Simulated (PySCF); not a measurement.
# Electron correlation in P²⁺ (phosphorus, charge +2)

[Ne] 3s2 3p1, 2P determinant. Computed with PySCF 2.14 in def2-TZVP (5s5p2d1f, 37 functions), with the non-relativistic Hamiltonian (point nucleus). Frozen: [Ne]; 3 electrons correlated.

MP2 pair energies summed by pair of shells (mhartree):

```
 pair  energy  share (%)
3s-3s  -24.66       55.1
3s-3p  -20.09       44.9
```

Total MP2 correlation energy: -44.75 mhartree.

Same-spin part -2.80 and opposite-spin part -41.96 mhartree; SCS-MP2 scales them by 1/3 and 6/5 to -51.28 mhartree.

```json
{"level": "CCSD", "correlation energy (mhartree)": "-63.98"}
{"level": "(T)", "correlation energy (mhartree)": "-1.00"}
{"level": "CCSD(T)", "correlation energy (mhartree)": "-64.98"}
```

Diagnostics: T1 = 0.012, D1 = 0.0273, largest double amplitude 0.109.

Cost of the coupled-cluster step: 0.38 s of wall time on 1 thread of Neoverse-V1 (shared host), for 3 correlated electrons.
